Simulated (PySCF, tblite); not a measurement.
Species: C₈H₁₄NP.
Cartesian coordinates in Å at the GFN2-xTB level; atoms count from 1:
```
atom  x, y, z in Å
N1     4.3248   -0.0922    1.2929
C2     3.5895    0.1290    0.4446
C3     2.6468    0.3948   -0.5983
P4     0.9734    0.8337    0.1522
C5     0.6575   -0.8303    0.9241
C6    -0.7222   -0.9690    1.5575
C7    -1.8816   -0.7655    0.5804
C8    -2.0332    0.6914    0.1261
C9    -1.4637    0.9933   -1.2594
C10   -0.0004    0.5822   -1.4180
H11    2.9914    1.2513   -1.1851
H12    2.5588   -0.4825   -1.2474
H13    1.4206   -0.9630    1.6980
H14    0.8037   -1.6099    0.1676
H15   -0.7980   -1.9698    1.9924
H16   -0.8193   -0.2496    2.3741
H17   -1.7545   -1.4181   -0.2854
H18   -2.7984   -1.0775    1.0852
H19   -3.0907    0.9648    0.1201
H20   -1.5364    1.3422    0.8528
H21   -2.0622    0.4869   -2.0217
H22   -1.5571    2.0679   -1.4306
H23    0.0753   -0.4710   -1.7071
H24    0.4641    1.1805   -2.2073
```

Method used: PBE0/pcSseg-1 in PySCF (dipole) on a GFN2-xTB geometry, gas phase.

Take the most abundant isotopes and a rigid rotor. The values belong to one conformer with, in the numbering `[N:1]#[C:2][CH2:3][P:4]1[CH2:5][CH2:6][CH2:7][CH2:8][CH2:9][CH2:10]1`, C2–C3–P4–C5 -65°, C3–P4–C5–C6 -174°, P4–C5–C6–C7 60°, C5–C6–C7–C8 -71°, C6–C7–C8–C9 101°.

Question: What are A, B and C (GHz)?

Answer: Ia = 226.81, Ib = 694.91, Ic = 849.68 u·Å²; 505379 MHz·u·Å²/I gives 2228, 727.3 and 594.8 MHz, that is A = 2.2282, B = 0.7273, C = 0.5948 GHz.

Question: Classify the top.

Answer: An asymmetric top: κ = (2 × 727.3 − 2228 − 594.8)/(2228 − 594.8) = -0.84.

Question: Is it planar, by Δ = Ic − Ia − Ib?

Answer: Not planar: Δ = Ic − Ia − Ib = -72.04 u·Å². For a rigid frame Δ = −2 Σ m c², so Σ m c² = 36.02 u·Å² lies off the ab plane: 14.84 from hydrogen and 21.18 from heavier atoms. The atom farthest from that plane is 1.57 Å away.

Question: Give the other two planar moments, Paa and Pbb, and the rms extents of the mass along the axes.

Answer: Paa = Σ m a² = (Ib + Ic − Ia)/2 = 658.89 and Pbb = Σ m b² = (Ia + Ic − Ib)/2 = 190.79 u·Å². With the mass M = 155.09 u, the rms extents √(P/M) along a, b and c are 2.06, 1.11, 0.48 Å.

Question: Where do the levels up to J = 4 lie, in K?

Answer: Above 0(0,0), as E/k:
J = 1: 1(0,1) 0.063, 1(1,1) 0.135, 1(1,0) 0.142
J = 2: 2(0,2) 0.190, 2(1,2) 0.256, 2(1,1) 0.275, 2(2,1) 0.491, 2(2,0) 0.492
J = 3: 3(0,3) 0.379, 3(1,3) 0.437, 3(1,2) 0.475, 3(2,2) 0.682, 3(2,1) 0.684, 3(3,1) 1.058, 3(3,0) 1.058
J = 4: 4(0,4) 0.629, 4(1,4) 0.677, 4(1,3) 0.740, 4(2,3) 0.935, 4(2,2) 0.941, 4(3,2) 1.312, 4(3,1) 1.313, 4(4,1) 1.838, 4(4,0) 1.838
The levels of one J sum to (2J + 1)J(J + 1)(A + B + C)/3.

Question: Which types of transition are allowed, and where do some lines up to J = 5 fall?

Answer: The dipole components are |μa| = 4.00 D, |μb| = 1.88 D, |μc| = 1.85 D. The squared components, which scale the intensities, stand as 1.00 : 0.22 : 0.21 (a : b : c). Some lines, for components of 0.1 D or more:

```json
{"type": "b", "branch": "R", "J(Ka,Kc)": "4(1,3) ← 3(2,2)", "MHz": "1226", "lower level (cm⁻¹)": "0.474"}
{"type": "b", "branch": "Q", "J(Ka,Kc)": "2(1,1) ← 2(0,2)", "MHz": "1774", "lower level (cm⁻¹)": "0.132"}
{"type": "a", "branch": "R", "J(Ka,Kc)": "2(1,2) ← 1(1,1)", "MHz": "2512", "lower level (cm⁻¹)": "0.094"}
{"type": "a", "branch": "R", "J(Ka,Kc)": "3(1,2) ← 2(1,1)", "MHz": "4159", "lower level (cm⁻¹)": "0.191"}
{"type": "c", "branch": "Q", "J(Ka,Kc)": "3(2,2) ← 3(1,2)", "MHz": "4310", "lower level (cm⁻¹)": "0.330"}
{"type": "c", "branch": "R", "J(Ka,Kc)": "2(1,1) ← 1(0,1)", "MHz": "4410", "lower level (cm⁻¹)": "0.044"}
{"type": "b", "branch": "Q", "J(Ka,Kc)": "3(2,2) ← 3(1,3)", "MHz": "5104", "lower level (cm⁻¹)": "0.303"}
{"type": "a", "branch": "R", "J(Ka,Kc)": "4(2,3) ← 3(2,2)", "MHz": "5282", "lower level (cm⁻¹)": "0.474"}
{"type": "a", "branch": "R", "J(Ka,Kc)": "5(0,5) ← 4(0,4)", "MHz": "6452", "lower level (cm⁻¹)": "0.437"}
{"type": "a", "branch": "R", "J(Ka,Kc)": "5(3,3) ← 4(3,2)", "MHz": "6636", "lower level (cm⁻¹)": "0.912"}
{"type": "a", "branch": "R", "J(Ka,Kc)": "5(3,2) ← 4(3,1)", "MHz": "6643", "lower level (cm⁻¹)": "0.912"}
{"type": "b", "branch": "Q", "J(Ka,Kc)": "5(3,2) ← 5(2,3)", "MHz": "7635", "lower level (cm⁻¹)": "0.879"}
{"type": "b", "branch": "Q", "J(Ka,Kc)": "4(3,2) ← 4(2,3)", "MHz": "7863", "lower level (cm⁻¹)": "0.650"}
{"type": "b", "branch": "R", "J(Ka,Kc)": "3(2,1) ← 2(1,2)", "MHz": "8908", "lower level (cm⁻¹)": "0.178"}
{"type": "c", "branch": "Q", "J(Ka,Kc)": "4(4,1) ← 4(3,1)", "MHz": "10954", "lower level (cm⁻¹)": "0.912"}
{"type": "b", "branch": "Q", "J(Ka,Kc)": "5(5,0) ← 5(4,1)", "MHz": "14087", "lower level (cm⁻¹)": "1.499"}
{"type": "b", "branch": "Q", "J(Ka,Kc)": "5(5,1) ← 5(4,2)", "MHz": "14088", "lower level (cm⁻¹)": "1.499"}
{"type": "c", "branch": "R", "J(Ka,Kc)": "4(4,0) ← 3(3,0)", "MHz": "16260", "lower level (cm⁻¹)": "0.735"}
{"type": "b", "branch": "R", "J(Ka,Kc)": "4(4,0) ← 3(3,1)", "MHz": "16260", "lower level (cm⁻¹)": "0.735"}
```

Question: Estimate the classical rotational partition function at 50 K, 100 K and 298.15 K.

Answer: Point group C1, symmetry number σ = 1; q = (√π/σ)·√((kT/h)³/(ABC)), k/h = 20836.6 MHz/K: 60700 at 50 K, 172000 at 100 K, 884000 at 298.15 K.

Its GFN2-xTB frequencies are all real (lowest 50 cm⁻¹). Zero-point vibration and centrifugal distortion are left out. Quadrupole hyperfine structure (14N) is left out.

Hardware: Arm Neoverse V2, one thread, shared host with 96 logical CPUs at a one-minute load of 22. Cost: 48 s, 1.1 GiB resident at most. This is the PBE0/pcSseg-1 job that gave the dipole, with the shieldings it also computed.
